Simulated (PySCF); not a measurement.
FGeH5N2.
Z-matrix (Å and degrees, PBE0-D3(BJ)/def2-SVP geometry), rows numbered from 1:
```
N 
Ge  1  1.8047
N   2  1.8117  1  106.08
F   2  1.7501  1  113.72  3  -112.32
H   1  1.0162  2  114.94  3    50.57
H   1  1.0151  2  116.99  3  -177.92
H   2  1.5366  1  109.34  3   131.63
H   3  1.0155  2  115.61  1    61.42
H   3  1.0153  2  115.66  1  -168.01
```

IAO charges (e) from the PBE0/pcSseg-1 density (PySCF), one withheld:

```csv
atom,bonded to,charge
N1,Ge2 H5 H6,-0.8093
Ge2,N1 N3 F4 H7,+1.2477
N3,Ge2 H8 H9,-0.8124
F4,Ge2,?
H5,N1,+0.2647
H6,N1,+0.2630
H7,Ge2,-0.1338
H8,N3,+0.2643
H9,N3,+0.2648
```

(1) What is the charge on F4?

(2) Add each hydrogen's charge to the atom that carries it.

(3) Across which bond do the charges differ most?

(4) Take the bonds between elements whose Pauling electronegativities differ by more than 0.25. In how many does the more electronegative atom carry the lower charge?

(5) How much positive and how much negative charge does this set hold in all?

Results:

(1) The charges add up to the total charge, 0. The others sum to +0.5490, which leaves -0.5490 e for F4 (fluorine bonded to Ge); the computed value is -0.5491, the difference coming from rounding.

(2) N1 -0.2816, Ge2 +1.1139, N3 -0.2833. Atoms without hydrogen keep their charges.

(3) Ge2–N3: +1.2477 on Ge2 against -0.8124 on N3, a difference of 2.0601 e. The lower charge is on the more electronegative element of the two (Pauling values: N 3.04, Ge 2.01).

(4) In 7 of 7.

(5) +2.3045 e on 5 atoms and -2.3046 e on 4.

The IAO scheme counts the electrons in orthogonalised intrinsic atomic orbitals, a minimal basis polarised so that it spans the occupied orbitals exactly. Geometry: PBE0-D3(BJ)/def2-SVP, one conformer, isolated molecule. The calculation is non-relativistic, for germanium too.
